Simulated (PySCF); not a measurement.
Predicted microwave data (PBE0-D3(BJ)/def2-SVP geometry optimisation, gas phase (PySCF 2.14.0)) for one isomer of C2H6GeN2:

* Rotational constants: A = 6234, B = 2021, C = 1672 MHz
* Dipole components: |μa| = 3.35 D, |μb| = 1.25 D, |μc| = 0.40 D
* Inertial defect: -28.87 u·Å²
* κ: -0.85

Question: Which structure is it? (One computed conformer of each.)
A. `[N:1]#[C:2][CH2:3][GeH2:4][NH2:5]` with C2–C3–Ge4–N5 -54°, C3–Ge4–N5–H -170° and 63°
B. `[H]/[N:5]=[CH:4]\[GeH2:3][N:2]=[CH2:1]` with C1–N2–Ge3–C4 120°, N2–Ge3–C4–N5 -135°

Answer: A. It is N#C[CH2][GeH2][NH2], an asymmetric top, point group C1. The candidates at the same level (rigid rotor, commonest isotopes):

```tsv
SMILES	A (MHz)	B (MHz)	C (MHz)	μa (D)	μb (D)	μc (D)	Δ (u·Å²)	point group	rotor
[H]/N=[CH]\[GeH2][N]=C	7686	1895	1695	1.68	0.91	1.50	-34.30	C1	near-prolate asymmetric top
N#C[CH2][GeH2][NH2]	6234	2021	1672	3.35	1.25	0.40	-28.87	C1	asymmetric top
```

`[H]/N=[CH]\[GeH2][N]=C` has A 23 % too high. No structure here is proved a minimum.
